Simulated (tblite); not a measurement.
C7H12Si.
Geometry (GFN2-xTB, Å), atoms numbered from 1 in this order:
```
atom  x, y, z in Å
C1     0.0793    2.5827    0.1507
C2    -0.1820    1.4231    0.0032
C3    -0.4612    0.0184   -0.2035
C4    -0.4773   -0.2732   -1.7099
C5    -1.7670   -0.3838    0.4084
C6    -2.4212    0.2826    1.3427
Si7    0.9324   -0.9943    0.6816
C8     2.6097   -0.5599   -0.0893
H9     0.2901    3.6019    0.2826
H10   -1.3021    0.2565   -2.1865
H11   -0.6012   -1.3396   -1.8911
H12    0.4502    0.0548   -2.1742
H13   -2.1582   -1.3215    0.0343
H14   -3.3505   -0.0775    1.7506
H15   -2.0541    1.2179    1.7312
H16    0.8963   -0.6441    2.1044
H17    0.6357   -2.4218    0.4956
H18    2.7656    0.5150   -0.1039
H19    3.4184   -1.0059    0.4804
H20    2.6920   -0.9207   -1.1105
```

Computed values, GFN2-xTB/tblite, gas phase, harmonic and unscaled. The method is semi-empirical: single wavenumbers can be off by several per cent or more. Modes of hydrogen on silicon can be 10 to 20 % off. One conformer, not necessarily the lowest.

Harmonic wavenumbers (cm⁻¹): 51.1, 62.6, 102.9, 129.6, 145.2, 154.1, 223.2, 226.5, 248.5, 290.0, 385.9, 409.8, 460.5, 515.0, 555.6, 587.3, 634.6, 669.4, 678.2, 684.9, 756.7, 771.8, 824.0, 839.1, 869.5, 887.2, 950.3, 1018.6, 1028.4, 1104.8, 1114.1, 1224.5, 1302.5, 1367.9, 1407.6, 1408.4, 1479.9, 1484.6, 1496.9, 1508.6, 1700.1, 2212.1, 2250.5, 2276.6, 3005.9, 3017.3, 3032.2, 3037.9, 3039.5, 3046.9, 3051.1, 3101.5, 3125.9, 3392.2.

A = 2102, B = 1326, C = 1144 MHz; mass 124.071 u (most abundant isotopes); point group C1, symmetry number 1.

Problem. What is the zero-point energy?

Solution. Half the sum of the wavenumbers: 34675 cm⁻¹ = 99.14 kcal/mol.

Problem. Entropy at 350 K, 1 bar (ideal gas, RRHO, classical rotation)?

Solution. Translation 41.18, rotation 29.48, vibration 41.61: S = 112.3 cal/(mol K).

Problem. And Cp and H(350 K) − H(0)?

Solution. Cp = 49.58 cal/(mol K), of which vibrations give 41.63 (their classical limit is 54 R = 107.3); H(350 K) − H(0) = 10.41 kcal/mol without the zero-point energy, 7.62 from vibrations.

Problem. How do the functions run with temperature in this model?

Solution. 
```
 T (K)  S (cal/(mol K))  Cp (cal/(mol K))  H − H(0) (kcal/mol)  G − H(0) (kcal/mol)  ln q(vib)
   150             80.7              27.4                 2.64                -9.46       3.58
   250             97.4              39.0                 5.96               -18.39       6.81
298.15            104.8              44.3                 7.97               -23.26       8.34
   400            119.2              54.2                13.00               -34.68      11.53
   600            144.1              68.9                25.41               -61.08      17.51
   900            175.0              83.3                48.40              -109.13      25.68
```

q(vib) and H(0) count from the zero-point level.

Problem. What must be added to the electronic energy to get the Gibbs energy at 350 K and 1 bar?

Solution. ZPE + [H(350 K) − H(0)] − T·S = 99.14 + 10.41 − 39.30 = 70.25 kcal/mol.

Hindered rotation and anharmonicity are outside this model. Other conformers, if any are populated, would add a mixing term that is left out. The structure is chiral; the term R ln 2 for an equal mix with its mirror image is left out.
